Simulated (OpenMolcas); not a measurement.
Fe3+ among 6 point charges of -2 e arranged as an octahedron (Oh).

```json
{"Program": "OpenMolcas 26.06", "Method": "CASSCF", "Basis": "ANO-RCC-VDZP [5s4p2d1f]", "Scalar Hamiltonian": "DKH2, point nucleus", "Active space": "5 electrons in 5 orbitals (3d)", "State averaging": "2S+1 = 6 even, 1 root; 2S+1 = 4 even, 24 roots; 2S+1 = 2 even, 75 roots", "Spin-orbit coupling": "RASSI with atomic mean-field integrals over the reference wave functions"}
```

All point charges move together. At R = 1.92 Å |10Dq| is 4330 cm-1, and at R = 2.12 Å it is 2932 cm-1.

A third run gives 1833 cm-1. What distance was it run at?

With a power law R^-n the two known points give n = -ln(2932 / 4330) / ln(2.12 / 1.92) = 3.93. Then R = 1.92 × (4330 / 1833)^(1/3.93) = 2.389 Å. The run was at 2.35 Å, so the estimate is off by +0.039 Å.

Without dynamic correlation the repulsion within the d shell is too large (B by tens of per cent), so at a given field states of lower spin stand too high. This field is weak: 10Dq is about 4330 cm-1, while octahedral complexes of 3d ions of charge 3 and more, computed by the same method with explicit ligands, had a median near 15000 cm-1. Ground spin and moment need not be those of a real site (figures for R = 1.92; the like holds for R = 2.12, R = 2.35). Point charges carry no covalency, so the field is a model and not that of real ligands. No measured value stands beside these numbers.
